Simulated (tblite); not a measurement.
Compound: C3H9FSi2.
SMILES with atom numbers: `[F:1][C@@H:2]1[CH2:3][SiH2:4][CH2:5][SiH2:6]1` (hydrogens: H7 on C2; H8, H9 on C3; H10, H11 on Si4; H12, H13 on C5; H14, H15 on Si6)

Computed with GFN2-xTB (tblite), gas phase: L-BFGS steps from a force-field or distance-geometry start until the largest atomic force falls under 0.01 eV/Å.

Step 0: E = -521.4308 eV
```
atom  x, y, z in Å  |  force x, y, z in eV/Å
F1     -0.3482    0.8138    1.7855    0.383   1.044   0.676
C2      0.0916    1.2792    0.5572    0.176   0.262  -0.892
C3     -1.0034    0.9558   -0.4271   -0.711   0.434  -0.198
Si4    -1.1862   -0.8678   -0.0889   -1.399  -1.121   0.735
C5      0.5664   -1.4268   -0.3667    0.900  -0.661   0.046
Si6     1.4975    0.1469    0.0459    1.855  -0.229   0.341
H7      0.3776    2.3348    0.5802   -0.399   0.056   0.572
H8     -0.6855    1.1188   -1.4688   -0.302   0.371   0.487
H9     -1.9407    1.4784   -0.1692    0.459   0.157  -0.475
H10    -1.4925   -0.9761    1.3631   -0.282  -0.444  -0.596
H11    -2.1696   -1.5282   -0.9305   -0.145  -0.086  -0.164
H12     0.7615   -1.7429   -1.4044   -0.038  -0.192   0.668
H13     0.8919   -2.1868    0.3760   -0.329   0.144  -0.924
H14     2.2526    0.6734   -1.0911   -0.021   0.137  -0.040
H15     2.3824   -0.0648    1.2169   -0.146   0.128  -0.236
```

Step 1: E = -521.5944 eV
```
atom  x, y, z in Å  |  force x, y, z in eV/Å
F1     -0.3427    0.8287    1.7951    0.438   0.973   0.272
C2      0.0942    1.2830    0.5445    0.151  -0.072  -0.502
C3     -1.0135    0.9620   -0.4299   -0.224  -0.272   0.050
Si4    -1.2062   -0.8838   -0.0784   -0.406  -0.522   0.311
C5      0.5793   -1.4362   -0.3661    0.171   0.203   0.133
Si6     1.5240    0.1437    0.0507    0.919  -0.219   0.126
H7      0.3719    2.3356    0.5884   -0.319   0.156   0.442
H8     -0.6898    1.1241   -1.4619   -0.266   0.333   0.262
H9     -1.9341    1.4806   -0.1759    0.063   0.373  -0.330
H10    -1.4966   -0.9824    1.3546   -0.341  -0.440  -0.240
H11    -2.1717   -1.5294   -0.9329   -0.296  -0.203  -0.274
H12     0.7609   -1.7456   -1.3949    0.032  -0.282   0.323
H13     0.8872   -2.1848    0.3628   -0.114  -0.280  -0.504
H14     2.2523    0.6754   -1.0916    0.086   0.170  -0.134
H15     2.3803   -0.0629    1.2135    0.107   0.081   0.066
```

**Question.** Estimate the geometry and energy of step 2. (The exact step hangs on the optimiser's Hessian estimate; all steps are aligned on step 1, rigid shifts and turns removed.)

**Answer.** E = -521.7150 eV, largest force 0.835 eV/Å
```
atom  x, y, z in Å  |  force x, y, z in eV/Å
F1     -0.3288    0.8607    1.8062    0.421   0.717  -0.073
C2      0.0992    1.2825    0.5260    0.204  -0.092   0.034
C3     -1.0235    0.9571   -0.4297    0.053  -0.526   0.201
Si4    -1.2249   -0.9041   -0.0659    0.218  -0.048  -0.279
C5      0.5889   -1.4344   -0.3622   -0.255   0.521   0.109
Si6     1.5591    0.1365    0.0560   -0.039  -0.025  -0.180
H7      0.3611    2.3401    0.6035   -0.242   0.075   0.163
H8     -0.6987    1.1352   -1.4521   -0.204   0.209   0.039
H9     -1.9298    1.4915   -0.1875   -0.131   0.400  -0.169
H10    -1.5073   -0.9967    1.3448   -0.389  -0.414   0.227
H11    -2.1805   -1.5354   -0.9411   -0.295  -0.230  -0.261
H12     0.7616   -1.7542   -1.3825    0.048  -0.250   0.070
H13     0.8823   -2.1915    0.3441    0.033  -0.523  -0.134
H14     2.2545    0.6807   -1.0955    0.174   0.170  -0.183
H15     2.3823   -0.0600    1.2140    0.404   0.016   0.436
```

The energy changes by -0.1206 eV. The first-order estimate −F·Δx gives -0.1794 eV and the mean of the old and new forces, exact on a quadratic surface, -0.1209 eV. The step makes an angle of 9° with the force vector and moves no atom by more than 0.037 Å.

The cost below is that of the whole relaxation. Time: 0.32 s. Hardware: one thread of an Arm Neoverse V1, no GPU, shared host.
